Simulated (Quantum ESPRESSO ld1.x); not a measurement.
Results of a calculation; reference values are marked as such.
Q: The mean radii <r> (bohr) of the occupied orbitals of an atom or ion are listed with their occupations. Code: ld1.x of Quantum ESPRESSO 7.5. Model: scalar-relativistic Kohn-Sham, LDA (Slater exchange, Perdew-Zunger correlation), spin-polarised, spherical densities, point nucleus.

orbital  occ.      <r>
1s down     1  0.02784
1s up       1  0.02784
2s up       1   0.1200
2s down     1   0.1200
2p up       3   0.1048
2p down     3   0.1048
3s up       1   0.3226
3s down     1   0.3226
3p up       3   0.3206
3p down     3   0.3206
3d up       5   0.2970
3d down     5   0.2970
4s up       1   0.7641
4s down     1   0.7641
4p up       3   0.8200
4p down     3   0.8199
4d up       5   0.9635
4d down     5   0.9626
5s up       1    1.902
5s down     1    1.890
5d up       1    3.013

Name the element and its charge. Open shells, if any, are filled with parallel spins first.

A: Z = 52, tellurium, charge +3: Te3+ in [Kr] 4d10 5s2 5d1. The 1s radius gives Z: for a bare nucleus <r> = (2 gamma + 1)/(2Z) with gamma = sqrt(1 - (Z/c)^2), 0.02741 bohr for Z = 52, and screening makes it slightly larger (0.02784 here). The occupations add up to 49, and the charge is Z minus that.
